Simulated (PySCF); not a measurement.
C4H8O2, SMILES CCC(=O)OC, GFN2-xTB optimised geometry.

```
14

C      1.68     1.32    -0.79
C      1.12     0.14     0.00
C     -0.39     0.14     0.00
O     -1.09     1.12     0.00
O     -0.86    -1.11     0.01
C     -2.28    -1.27     0.05
H      2.76     1.38    -0.68
H      1.23     2.25    -0.43
H      1.44     1.22    -1.84
H      1.47    -0.81    -0.40
H      1.44     0.21     1.04
H     -2.76    -0.48    -0.54
H     -2.63    -1.21     1.08
H     -2.49    -2.25    -0.37
```

Density from PBE/def2-TZVP (PySCF) at that geometry.

Minimum of the electron density along straight lines between bonded atoms, close to the bond critical point (lines longer than 1.1 times the sum of covalent radii, or with two minima, are not listed):

```tsv
bond	length / Å	ρ at the minimum / e bohr⁻³	∇²ρ there / e bohr⁻⁵	position (fraction from the first atom)
C1–C2	1.524	0.241	-0.57	0.49
C2–C3	1.512	0.256	-0.64	0.48
C3–O4	1.202	0.431	-0.15	0.34
C3–O5	1.341	0.309	-0.65	0.35
O5–C6	1.422	0.251	-0.49	0.64
C1–H7	1.087	0.278	-0.93	0.64
C1–H8	1.087	0.280	-0.95	0.64
C1–H9	1.087	0.278	-0.93	0.64
C2–H10	1.090	0.279	-0.94	0.64
C2–H11	1.093	0.274	-0.91	0.64
C6–H12	1.092	0.283	-0.98	0.65
C6–H13	1.092	0.282	-0.97	0.65
C6–H14	1.088	0.285	-1.00	0.65
```
